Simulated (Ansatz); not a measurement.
AsO (SMILES O=[As]), doublet, geometry from GFN2-xTB; B3LYP/STO-3G (Ansatz, a quantum-chemistry and plane-wave program).

Here is a job for Ansatz.
Ansatz 0.2 input:
```yaml
crystal:
  periodic: [false, false, false]
  atoms:
    - {symbol: As, position_ang: [-0.00000000, -0.00000000, -0.30848486]}
    - {symbol: O, position_ang: [0.00000000, 0.00000000, 1.27250003]}
basis:
  gaussian:
    orbitals: STO-3G
hamiltonian:
  xc: b3lyp
magnetization: {spin_polarized: true, initial_magnetization: 1}
```

Q: What does Ansatz print? Leave out banner, timings and long lists.

A: 
```
Functional definition: B3LYP
249 factors; integrals over basis functions are off by at most 2.9e-5 eV
mean field evaluation 1: about -62167.2531 eV, gradient 1.8e1 eV
mean field evaluation 2: about -62143.9515 eV, gradient 6.0e1 eV
mean field evaluation 4: about -62169.6291 eV, gradient 4.0e-1 eV
mean field evaluation 8: about -62169.6301 eV, gradient 6.6e-2 eV
mean field evaluation 16: about -62169.6301 eV, gradient 2.0e-5 eV
mean field -62169.63009546 eV, -2284.6917659192 hartree, gradient 2.0e-5 eV, S^2 0.750294; 0 other end points of the search recorded, 0 dependent functions left out
reference -62169.63019172 eV, -2284.6917694567 hartree; 21, 20 occupied and 2, 3 virtual orbitals, 249 factors
Total energy: -62169.63019172 eV, -2284.6917694567 hartree
```
